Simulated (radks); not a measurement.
The mercury ion Hg67+, 13 electrons, occupied as [Ne] 3s2 3p1. Method: non-relativistic Kohn-Sham, TPSS, spin-polarised, spherical densities, point nucleus; open shells are filled with parallel spins first (spin-orbit coupling, left out, can overturn this in heavy ions); meta-GGA in the generalised Kohn-Sham scheme; relativity is left out, which matters for an element this heavy; computed with a radial shooting solver on a logarithmic mesh with Libxc functionals.

Radial electron density D(r) = 4 pi r^2 rho(r):

| r (bohr) | D(r) (e/bohr) | spin D(r) |
|---|---|---|
| 0.001663 | 9.814 | 0.000375 |
| 0.002064 | 14.18 | 0.000740 |
| 0.002562 | 20.17 | 0.00152 |
| 0.003205 | 28.48 | 0.00327 |
| 0.003977 | 38.77 | 0.00697 |
| 0.004936 | 51.25 | 0.0149 |
| 0.006127 | 65.32 | 0.0315 |
| 0.007604 | 79.63 | 0.0657 |
| 0.009437 | 91.99 | 0.133 |
| 0.01171 | 99.78 | 0.262 |
| 0.01465 | 100.9 | 0.501 |
| 0.01819 | 95.67 | 0.881 |
| 0.02257 | 88.39 | 1.43 |
| 0.02801 | 86.09 | 2.09 |
| 0.03477 | 94.24 | 2.65 |
| 0.04315 | 110.3 | 2.71 |
| 0.05355 | 121.3 | 1.95 |
| 0.067 | 111.3 | 0.587 |
| 0.08315 | 80.16 | 0.0179 |
| 0.1032 | 46.32 | 1.66 |
| 0.1281 | 28.86 | 5.10 |
| 0.159 | 25.34 | 7.32 |
| 0.1973 | 20.19 | 6.04 |
| 0.2448 | 10.08 | 2.89 |
| 0.3063 | 2.563 | 0.705 |
| 0.3802 | 0.3250 | 0.0875 |
| 0.4718 | 0.01706 | 0.00456 |
| 0.5856 | 0.0003066 | 0.0000827 |

D(r) has 2 maxima, at r = 0.0135, 0.0549 bohr, and minima at 0.0267 bohr, inside which lie 2.06 electrons.
